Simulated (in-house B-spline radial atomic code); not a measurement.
# Tc³⁺: [Kr] 4d(0 up, 4 down)

Computed with a radial B-spline atomic code at the basis-set limit: non-relativistic Hartree-Fock, spin-polarised, averaged over the determinants with the given up and down occupations, point nucleus.

Z_r = [3n² - l(l+1)]/(2<r>); Z_e = n√(-2ε); the last column is Slater's effective charge. Values are occupation-weighted means over spin.

```
shell  electrons   ε (eV)  <r> (bohr)    Z_r    Z_e  Slater
   1s          2   -20658     0.03544  42.32  38.97   42.70
   2s          2  -2999.1      0.1544  38.86  29.69   38.85
   2p          6  -2763.3      0.1326  37.72  28.50   38.85
   3s          2  -578.75      0.4244  31.81  19.57   31.75
   3p          6  -485.41      0.4192  29.82  17.92   31.75
   3d         10  -315.18      0.3973  26.43  14.44   21.85
   4s          2   -115.7       1.084  22.13  11.66   15.25
   4p          6  -85.189       1.174  19.60  10.01   15.25
   4d          4  -43.619       1.489  14.10   7.16    5.95
```

The least bound orbital is 4d down at -43.62 eV, and it is also the most diffuse (<r> = 1.489 bohr).
